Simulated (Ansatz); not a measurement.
Compare A (`CC(C)[Si]O`) with its isomer B (`C=CCO[SiH3]`).

Gas-phase electronic energies from Ansatz, PBE0-D4/def2-TZVP geometries. CBS: MP2 limit from def2 TZ/QZ plus the TZ coupled-cluster correction, frozen cores. Functionals use def2-TZVPP. Each species was taken in one conformer, which may not be the lowest.

A:

```xyz
13

C    -0.383   -0.495   -1.030
C     0.555    0.055    0.032
C     0.332    1.550    0.273
Si    0.564   -0.829    1.744
O    -0.557   -2.029    1.548
H    -0.185   -1.548   -1.256
H    -1.432   -0.406   -0.722
H    -0.292    0.051   -1.975
H     1.594   -0.069   -0.316
H     1.004    1.947    1.040
H    -0.692    1.749    0.605
H     0.494    2.131   -0.640
H    -1.003   -2.106    0.698
```

B:

```xyz
13

C     0.276   -1.263    2.238
C    -0.097   -1.234    0.968
C     0.391   -0.233   -0.020
O    -0.713    0.355   -0.683
Si   -0.530    1.514   -1.834
H    -0.080   -2.027    2.919
H     0.957   -0.522    2.645
H    -0.790   -1.976    0.579
H     1.039   -0.730   -0.758
H     0.993    0.531    0.487
H     0.286    1.005   -2.973
H     0.159    2.711   -1.275
H    -1.891    1.869   -2.294
```

(1) Which isomer does CCSD(T)/CBS put lower? Give the gap. (Best estimate.)

(2) Give E(B) − E(A) in kJ/mol with B2PLYP, CCSD(T)/def2-SVP, PBE-D4, r2SCAN-D4, PBE0-D4, MP2/def2-TZVPP, HF/def2-TZVPP. (Estimate.)

(3) Does the order hold for the free energy at 298.15 K (harmonic terms from PBE0-D4)? (Best estimate.)

Largest T1 diagnostic: 0.013.

## Answers

(1) Ansatz gave: A, by 36.7 kJ/mol.

(2) Computed: B2PLYP 27.4, CCSD(T)/def2-SVP 29.5, PBE-D4 50.6, r2SCAN-D4 31.3, PBE0-D4 45.4, MP2/def2-TZVPP 39.1, HF/def2-TZVPP -12.8. The order is the other way round with HF/def2-TZVPP.

(3) Ansatz gave: Yes: G(B) − G(A) = +17.8 kJ/mol, for one conformer each. Modes under 60 cm⁻¹, often nearly free rotors, make the harmonic entropy too high.

In def2-TZVPP, CCSD(T) changes the Hartree–Fock value by +48.3 kJ/mol (the triples alone add +2.8 kJ/mol) and MP2 by +51.9 kJ/mol. From PBE to PBE0 (25 % exact exchange), in def2-TZVPP and without D4, E(B) − E(A) moves by −4.5 kJ/mol.
